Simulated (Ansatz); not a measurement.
Start from `O[SiH2][SiH](O)S` and change one atom or group to get `O[SiH2][SiH](S)Cl`.

Ansatz, PBE0-D4/def2-TZVP geometries, multiplicity 1. Each molecule was computed in one conformer, which needn't be the lowest.

| property | `O[SiH2][SiH](O)S` |
| --- | --- |
| size of the dipole moment (ωB97M-V/def2-TZVPP) / D | 1.78 |
| HOMO–LUMO gap (B3LYP/def2-TZVPP) / eV | 6.26 |
| LUMO energy (PBE/def2-TZVPP) / eV | -1.58 |
| HOMO energy (PBE/def2-TZVPP) / eV | -6.22 |
| HOMO–LUMO gap (PBE0/def2-TZVPP) / eV | 6.69 |
| size of the dipole moment (B3LYP/def2-TZVPP) / D | 1.75 |

Problem. What does the change do to each property? (An estimate is asked.)

Solution. The calculation gave: 
```csv
property,`O[SiH2][SiH](S)Cl`,shift
size of the dipole moment (ωB97M-V/def2-TZVPP) / D,0.88,-0.90
HOMO–LUMO gap (B3LYP/def2-TZVPP) / eV,6.23,-0.03
LUMO energy (PBE/def2-TZVPP) / eV,-1.82,-0.24
HOMO energy (PBE/def2-TZVPP) / eV,-6.43,-0.21
HOMO–LUMO gap (PBE0/def2-TZVPP) / eV,6.63,-0.06
size of the dipole moment (B3LYP/def2-TZVPP) / D,0.86,-0.89
```

With PBE0 the HOMO falls by 0.20 eV and the LUMO falls by 0.26 eV, so the gap narrows by about 0.06 eV. PBE moves the HOMO by -0.21 eV and ωB97M-V by -0.17 eV. Dipoles are sizes alone; their direction can turn.

B3LYP here is the variant with VWN-RPA as its local correlation; programs differ in this.
